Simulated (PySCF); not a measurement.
BiC from Hartree–Fock to correlated methods

State: ²Σ⁺ (doublet), unpaired electrons σ ↑. Set-up: Bi def2-SVPD with ECP60, C def2-SVPD; scalar-relativistic core potentials (PySCF 2.14). De refers to Bi + C in their high-spin ground configurations, without counterpoise correction. The functionals are run spin-unrestricted. A positive dipole means Bi(−)C(+). Levels whose curve was spin-contaminated or gave no clean fit are not listed.

```
       Level  Re (Å)  ωe (cm⁻¹)  De (eV)  μ (D)  CPU s a point (SCF and correlation, without the integrals)
        ROHF   1.930        883    -0.95  -2.75                                                       0.094
    ROHF-MP2   2.015        741     2.97    n/a                                                        0.19
ROHF-SCS-MP2   2.012        743     2.70    n/a                                                         n/a
   ROHF-CCSD   1.987        763     2.06    n/a                                                         n/a
ROHF-CCSD(T)   2.010        716     2.54    n/a                                                         9.3
         PBE   1.985        748     3.44  -2.70                                                        0.84
      PBEsol   1.974        764     3.71  -2.63                                                        0.46
```

Q: What does second-order correlation do here, going from ROHF to ROHF-MP2?

A: ROHF-MP2 less ROHF: +8.5 pm in Re, -16.1 % in ωe, +3.92 eV in De. Correlation nearly always deepens the well. The bond lengthens, as in strong covalent bonds, where excitations into antibonding orbitals dominate.

Q: What does the triples do here, going from ROHF-CCSD to ROHF-CCSD(T)?

A: ROHF-CCSD(T) less ROHF-CCSD: +2.3 pm in Re, -6.2 % in ωe, +0.48 eV in De. Correlation nearly always deepens the well. The bond lengthens, as in strong covalent bonds, where excitations into antibonding orbitals dominate.

Q: What does all correlation do here, going from ROHF to ROHF-CCSD(T)?

A: ROHF-CCSD(T) less ROHF: +8.0 pm in Re, -18.9 % in ωe, +3.49 eV in De. Correlation nearly always deepens the well. The bond lengthens, as in strong covalent bonds, where excitations into antibonding orbitals dominate.

Correlated steps freeze 5 core orbitals. Correlated levels converge slowly with the basis: in double zeta they bind strong bonds too weakly, by up to about 1 eV, and carry superposition errors of some tenths. These are scalar-relativistic numbers at best; spin–orbit coupling would shift them, the dissociation energy most. UHF is strongly spin-contaminated for BiC, so the ROHF reference used there is far from stable. A negative De means that the minimum lies above the separated atoms at that level. The state is the lowest determinant that a PBE0 search found; another state may lie lower at other levels.

The whole job (state search and all levels along the bond) took about 3.1 min on 1 thread of Arm Neoverse V2 (shared host), peak memory 0.61 GiB.
